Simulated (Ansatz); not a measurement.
A made-up structure of AlBH$_{4}$O$_{2}$, singlet:

| atom | x (Å) | y (Å) | z (Å) |
| --- | --- | --- | --- |
| O1 | -0.6751 | 1.6658 | 1.3996 |
| B2 | -0.0984 | 1.2483 | 0.2414 |
| O3 | 0.0266 | -0.0598 | -0.0617 |
| Al4 | 0.3783 | -1.5288 | -0.8065 |
| H5 | -0.9677 | 0.9310 | 1.9474 |
| H6 | -0.3426 | -0.2073 | 0.8231 |
| H7 | 1.7659 | -2.2020 | -0.4745 |
| H8 | -0.7260 | -2.1558 | -1.7425 |

It is relaxed with PBE-D4/def2-SVP and then PBE0-D4/def2-TZVP (Ansatz 0.2.0). Atoms count as bonded within 1.22 times the sum of their covalent radii (H–H: 0.88 Å). The end point is not checked to be a true minimum.

Problem. Does its bonding change? (A judgement: the text doesn't fix the answer.)

Solution. Computed: Yes. Formed: B2–Al4; broken: O3–Al4.

Where it ends: The first stage lowers the energy by 4.09 eV in 23 steps. It ends as AlBH₄O₂ ([OH][B]([OH])[AlH2]):
```xyz
8
angstrom
O -0.2467 1.2936 0.5158
B -0.2479 -0.0745 0.5186
O -0.7424 -0.8132 1.5585
Al 0.5616 -1.1067 -1.1823
H -0.6191 1.7169 1.2985
H -1.0959 -0.3104 2.3019
H 2.1051 -1.4935 -1.2655
H -0.3537 -1.5208 -2.4191
```

Labels in which every atom is bracketed show which atoms are joined, not bond orders.

For scale, one of the runs: PBE0-D4/def2-TZVP relaxation, 154 basis functions, launched by `ansatz run in.yaml --threads 2 --pin off --events-out ev --progress --plain --max-ram 4352MiB`. The run took about 15 s on 2 CPU threads of an Intel Xeon Platinum 8488C (shared host).
